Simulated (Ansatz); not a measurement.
H$_{3}$Cl$_{2}$GaN, charge +1, singlet, geometry from GFN2-xTB (such geometries of metal compounds can be far from the true shape).

Here is a job for Ansatz (a quantum-chemistry and plane-wave program).
Ansatz 0.2 input:
```yaml
crystal:
  periodic: [false, false, false]
  atoms:
    - {symbol: Ga, position_ang: [0.00064622, 0.02878830, 0.00937560]}
    - {symbol: Cl, position_ang: [1.41128155, 0.96939965, -1.16019226]}
    - {symbol: Cl, position_ang: [-1.44280685, 0.27352527, 1.45798678]}
    - {symbol: N, position_ang: [0.04941118, -2.09223287, -0.50665912]}
    - {symbol: H, position_ang: [-0.47621186, -2.27939540, -1.36850992]}
    - {symbol: H, position_ang: [-0.36177471, -2.67601614, 0.22996377]}
    - {symbol: H, position_ang: [1.00800585, -2.42111962, -0.66799016]}
basis:
  gaussian:
    orbitals: pcseg-2
hamiltonian:
  xc: r2scan
total_charge: 1
```

Question: Estimate the total energy that R2SCAN/pcseg-2 (Ansatz) returns for this input.

Answer: -2901.6806 Eh

Question: Estimate the number of basis functions that R2SCAN/pcseg-2 returns for this input.

Answer: 183
